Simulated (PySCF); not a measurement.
CrH2O2, SMILES [OH][Cr][OH] (connectivity only; charge and spin as stated), neutral, multiplicity 5.

Geometry: PBE-D3(BJ)/def2-TZVP. The geometry has at least one imaginary mode, so it is a saddle point at that level. The multiplicity is an assumed one; other spin states were not compared. One conformer was computed; it need not be the lowest.

Method: TDA-M06-2X/def2-SVPD in PySCF.

Vertical excitations. The molecule is in vacuum.

Computed UV-visible absorptions:
| state | energy (eV) | λ (nm) | f | main pairs |
|---|---|---|---|---|
| root 1 | 0.12 | 10127 | 0.000 | α HOMO→LUMO 87 % |
| root 2 | 0.27 | 4546 | 0.000 | α HOMO−1→LUMO 72 %, α HOMO−6→LUMO 24 % |
| root 3 | 1.11 | 1114 | 0.000 | α HOMO−4→LUMO 97 % |
| root 4 | 1.20 | 1032 | 0.000 | α HOMO−5→LUMO 93 % |
| root 5 | 3.93 | 315 | 0.000 | β HOMO−1→LUMO 97 % |
| root 6 | 4.15 | 299 | 0.000 | β HOMO−2→LUMO 98 % |
| root 7 | 4.65 | 267 | 0.015 | β HOMO→LUMO 91 % |
| root 8 | 5.11 | 243 | 0.006 | β HOMO−3→LUMO 82 % |
| root 9 | 5.22 | 237 | 0.064 | α HOMO−2→LUMO 83 % |
| root 10 | 5.25 | 236 | 0.005 | α HOMO−6→LUMO 71 %, α HOMO−1→LUMO 24 % |
Unrestricted roots are not spin-pure.
